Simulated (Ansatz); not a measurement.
```xyz
26

C    -1.393   -2.059   -1.221
C    -2.233   -1.622   -0.027
Ga   -1.580   -0.015    0.892
C    -2.199    1.103    2.371
F    -0.913    1.214   -0.481
Ga    1.015    1.091   -0.160
C     1.493    2.673    0.885
C     1.815    0.069   -1.634
C     2.707   -1.077   -1.160
F     0.351   -0.234    1.124
H    -1.355   -1.283   -1.989
H    -0.363   -2.278   -0.929
H    -1.797   -2.962   -1.690
H    -2.289   -2.423    0.718
H    -3.268   -1.433   -0.333
H    -3.089    1.665    2.083
H    -2.450    0.498    3.245
H    -1.422    1.813    2.657
H     0.703    2.907    1.599
H     2.420    2.506    1.438
H     1.640    3.540    0.237
H     2.383    0.755   -2.270
H     0.996   -0.313   -2.249
H     3.107   -1.650   -2.002
H     3.562   -0.715   -0.583
H     2.160   -1.773   -0.520
```

Total charge 0; spin multiplicity 1.

Question: List the CAM-B3LYP/def2-TZVPP orbital energies in eV (Ansatz). (Best estimate.)

Answer: The calculation gave: Occupied: -10139.25, -10139.24, -1250.82, -1250.82, -1108.11, -1108.10, -1108.06, -1108.06, -1108.00, -1107.99, -672.83, -672.82, -278.48, -278.43, -278.38, -278.33, -278.19, -278.19, -151.23, -151.23, -104.67, -104.67, -104.58, -104.57, -104.38, -104.38, -33.70, -33.25, -24.61, -24.54, -24.53, -24.41, -24.39, -24.36, -24.34, -24.34, -24.32, -24.30, -22.53, -22.48, -20.64, -20.61, -18.62, -18.53, -15.53, -15.20, -14.16, -14.01, -13.68, -13.63, -13.09, -12.91, -12.89, -12.66, -12.58, -12.46, -12.45, -12.38, -11.93, -11.72, -11.21, -11.05, -10.85, -10.38, -8.86, -8.73. Lowest empty: 1.16, 1.26, 1.65, 2.15, 2.30, 2.71, 3.03, 3.25.
